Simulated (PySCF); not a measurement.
Polarisability and C₆ of B (boron, neutral)

[He] 2s2 2p1, 2P determinant. Calculation: PySCF 2.14, in aug-cc-pwCVQZ; the non-relativistic Hamiltonian (point nucleus). Coupled (time-dependent) response in atomic units; α is the mean over directions.

```json
{"method": "UHF", "mean α (bohr³)": "22.21", "α xx, yy, zz": "20.50, 25.63, 20.50", "C₆ (like pair)": "106.1", "S(−4)": "428.7"}
{"method": "PBE", "mean α (bohr³)": "23.78", "α xx, yy, zz": "20.83, 29.70, 20.83", "C₆ (like pair)": "116.7", "S(−4)": "408.4"}
{"method": "PBE0", "mean α (bohr³)": "22.62", "α xx, yy, zz": "20.20, 27.47, 20.20", "C₆ (like pair)": "110.0", "S(−4)": "345.5"}
{"method": "M06-L", "mean α (bohr³)": "21.46", "α xx, yy, zz": "19.42, 25.53, 19.42", "C₆ (like pair)": "106.0", "S(−4)": "273.4"}
{"method": "TPSSh", "mean α (bohr³)": "22.39", "α xx, yy, zz": "20.13, 26.90, 20.13", "C₆ (like pair)": "110.2", "S(−4)": "332.3"}
```

S(−4) is the Cauchy moment in α(ω) = α(0) + S(−4) ω² + …

Reference α: 20.5 ± 0.1 bohr³ (recommended; Schwerdtfeger and Nagle, table of static dipole polarizabilities (2023 update)). Published C₆: 99.50 (Chu and Dalgarno (2004); Tang, Norbeck and Certain (1976)).

α(iu) at PBE0:

```csv
u (hartree),α(iu) (bohr³)
0,22.62
0.0500,21.80
0.100,19.77
0.200,14.80
0.300,10.74
0.500,6.002
0.750,3.362
1.00,2.132
1.50,1.077
2.00,0.6512
3.00,0.3171
5.00,0.1284
```

A single London oscillator, α(iu) = α/(1 + u²/ω²), gives C₆ = (3/4) ω α². Matching the computed C₆ needs ω = 4 × 110.0 / (3 × 22.62²) = 0.287 hartree.

The components differ because the open shell of this determinant is not spherical; for a pure term their mean is the scalar polarisability.
